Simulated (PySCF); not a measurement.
# Ne (neon, neutral) across methods

[He] 2s2 2p5 3s1, high-spin 3P determinant (an excited configuration). All numbers are calculated (PySCF 2.14, the non-relativistic Hamiltonian (point nucleus), in aug-cc-pVQZ with one added diffuse shell each of s, p, d, f, g type (7s6p5d4f3g, 105 functions)).

```tsv
method	E (hartree)	mean ε 2p α (eV)	mean ε 2p β (eV)	mean ε 3s α (eV)	Σ⟨r²⟩ (bohr²)	⟨S²⟩
LDA	-127.6033	-25.946	-23.752	-2.956	27.06	2.001
M06-2X	-128.3258	-31.795	-29.607	-4.038	26.58	2.001
r2SCAN	-128.3232	-26.867	-24.660	-2.979	27.55	2.002
BHandHLYP	-128.3481	-32.041	-29.715	-3.838	27.18	2.002
PBE	-128.2555	-25.793	-23.746	-2.903	27.30	2.001
PBE0	-128.2665	-28.980	-26.765	-3.449	27.52	2.001
revPBE	-128.3275	-25.774	-23.737	-2.883	27.57	2.001
r2SCAN0	-128.3185	-29.731	-27.394	-3.472	27.52	2.002
```

Q: Estimate the same row for UHF.

A: E (hartree) = -127.99563; mean ε 2p α (eV) = -37.668; mean ε 2p β (eV) = -34.777; mean ε 3s α (eV) = -4.751; Σ⟨r²⟩ (bohr²) = 28.39; ⟨S²⟩ = 2.003.

The outer electron is Rydberg-like, and this basis confines it to a smaller radius and binds it less than a complete one would.
